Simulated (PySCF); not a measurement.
Isomers of C2H10FNSi4.

All values: PBE0/pcSseg-1 (PySCF) at GFN2-xTB geometries, gas phase, one conformer each.

Question: Rank by the lowest Hirshfeld charge on any atom, highest value first.
A. `[N:1]#[C:2][CH2:3][Si@@H:4]([F:5])[SiH2:6][SiH2:7][SiH3:8]` with C2–C3–Si4–F5 -82°, C3–Si4–Si6–Si7 -68°, Si4–Si6–Si7–Si8 -144°
B. `[F:1][SiH2:2][C:3]#[C:4][SiH2:5][N:6]([SiH3:7])[SiH3:8]` with C4–Si5–N6–Si7 -46°
C. `[F:1][SiH2:2][Si@:3]1([SiH3:4])[CH:5]=[CH:6][N:7]1[SiH3:8]` with F1–Si2–Si3–Si4 37°

Answer: A (-0.220 e), C (-0.255 e), B (-0.343 e).

Question: Rank by dipole moment, highest first.
A. `[N:1]#[C:2][SiH2:3][CH2:4][Si:5]([F:6])([SiH3:7])[SiH3:8]` with C2–Si3–C4–Si5 -175°, Si3–C4–Si5–F6 -50°
B. `FC([SiH3])=C1[SiH2]N([SiH3])[SiH2]1`
C. `[F:1][Si@H:2]([C:3]#[C:4][SiH3:5])[N:6]([SiH3:7])[SiH3:8]` with F1–Si2–N6–Si7 44°
D. `[N:1]#[C:2][CH2:3][Si@@H:4]([F:5])[SiH2:6][SiH2:7][SiH3:8]` with C2–C3–Si4–F5 -82°, C3–Si4–Si6–Si7 -68°, Si4–Si6–Si7–Si8 -144°
E. `[CH:1]#[C:2][SiH2:3][Si@@H:4]([NH:5][SiH3:6])[SiH2:7][F:8]` with C2–Si3–Si4–N5 -179°, Si3–Si4–N5–Si6 64°, Si3–Si4–Si7–F8 54°
F. `[CH3:1][SiH2:2][Si@:3]([SiH3:4])([C:5]#[N:6])[SiH2:7][F:8]` with C1–Si2–Si3–Si4 -69°, Si2–Si3–Si7–F8 -62°

Answer: A (3.68 D), D (3.26 D), F (2.86 D), E (2.39 D), C (1.83 D), B (1.19 D).

Question: Rank by HOMO–LUMO gap, highest first.
A. `[F:1][SiH2:2][C:3]#[C:4][SiH2:5][N:6]([SiH3:7])[SiH3:8]` with C4–Si5–N6–Si7 -46°
B. `[CH3:1][SiH2:2][Si@:3]([SiH3:4])([C:5]#[N:6])[SiH2:7][F:8]` with C1–Si2–Si3–Si4 -69°, Si2–Si3–Si7–F8 -62°
C. `[N:1]#[C:2][CH2:3][Si@@H:4]([F:5])[SiH2:6][SiH2:7][SiH3:8]` with C2–C3–Si4–F5 -82°, C3–Si4–Si6–Si7 -68°, Si4–Si6–Si7–Si8 -144°
D. `[CH:1]#[C:2][SiH2:3][Si@@H:4]([NH:5][SiH3:6])[SiH2:7][F:8]` with C2–Si3–Si4–N5 -179°, Si3–Si4–N5–Si6 64°, Si3–Si4–Si7–F8 54°
E. `FC([SiH3])=C1[SiH2]N([SiH3])[SiH2]1`
F. `[F:1][SiH2:2][Si@:3]1([SiH3:4])[CH:5]=[CH:6][N:7]1[SiH3:8]` with F1–Si2–Si3–Si4 37°

Answer: C (6.89 eV), B (6.75 eV), A (6.51 eV), E (6.33 eV), D (5.75 eV), F (4.60 eV).

All values together:

```tsv
SMILES	μ (D)	HOMO (eV)	LUMO (eV)	lowest IAO charge (e)	highest IAO charge (e)	lowest Hirshfeld charge (e)	highest Hirshfeld charge (e)
F[SiH2]C#C[SiH2]N([SiH3])[SiH3]	1.94	-7.77	-1.26	-1.029 (N)	+1.115 (Si)	-0.343 (N)	+0.456 (Si)
FC([SiH3])=C1[SiH2]N([SiH3])[SiH2]1	1.19	-7.45	-1.12	-1.032 (N)	+0.897 (Si)	-0.352 (N)	+0.379 (Si)
F[SiH2][Si@]1([SiH3])C=CN1[SiH3]	1.71	-6.21	-1.61	-0.725 (N)	+0.817 (Si)	-0.255 (N)	+0.344 (Si)
N#CC[Si@@H](F)[SiH2][SiH2][SiH3]	3.26	-8.34	-1.44	-0.596 (C)	+0.976 (Si)	-0.220 (N)	+0.378 (Si)
N#C[SiH2]C[Si](F)([SiH3])[SiH3]	3.68	-8.42	-1.36	-0.824 (C)	+0.799 (Si)	-0.248 (C)	+0.389 (Si)
C[SiH2][Si@]([SiH3])(C#N)[SiH2]F	2.86	-8.45	-1.70	-0.707 (C)	+0.850 (Si)	-0.214 (F)	+0.350 (Si)
F[Si@H](C#C[SiH3])N([SiH3])[SiH3]	1.83	-7.77	-0.89	-1.048 (N)	+1.305 (Si)	-0.348 (N)	+0.471 (Si)
C#C[SiH2][Si@@H](N[SiH3])[SiH2]F	2.39	-7.14	-1.40	-0.938 (N)	+0.808 (Si)	-0.335 (N)	+0.350 (Si)
```

Conformers: `[F:1][SiH2:2][C:3]#[C:4][SiH2:5][N:6]([SiH3:7])[SiH3:8]` with C4–Si5–N6–Si7 -46°; `[F:1][SiH2:2][Si@:3]1([SiH3:4])[CH:5]=[CH:6][N:7]1[SiH3:8]` with F1–Si2–Si3–Si4 37°; `[N:1]#[C:2][CH2:3][Si@@H:4]([F:5])[SiH2:6][SiH2:7][SiH3:8]` with C2–C3–Si4–F5 -82°, C3–Si4–Si6–Si7 -68°, Si4–Si6–Si7–Si8 -144°; `[N:1]#[C:2][SiH2:3][CH2:4][Si:5]([F:6])([SiH3:7])[SiH3:8]` with C2–Si3–C4–Si5 -175°, Si3–C4–Si5–F6 -50°; `[CH3:1][SiH2:2][Si@:3]([SiH3:4])([C:5]#[N:6])[SiH2:7][F:8]` with C1–Si2–Si3–Si4 -69°, Si2–Si3–Si7–F8 -62°; `[F:1][Si@H:2]([C:3]#[C:4][SiH3:5])[N:6]([SiH3:7])[SiH3:8]` with F1–Si2–N6–Si7 44°; `[CH:1]#[C:2][SiH2:3][Si@@H:4]([NH:5][SiH3:6])[SiH2:7][F:8]` with C2–Si3–Si4–N5 -179°, Si3–Si4–N5–Si6 64°, Si3–Si4–Si7–F8 54°.
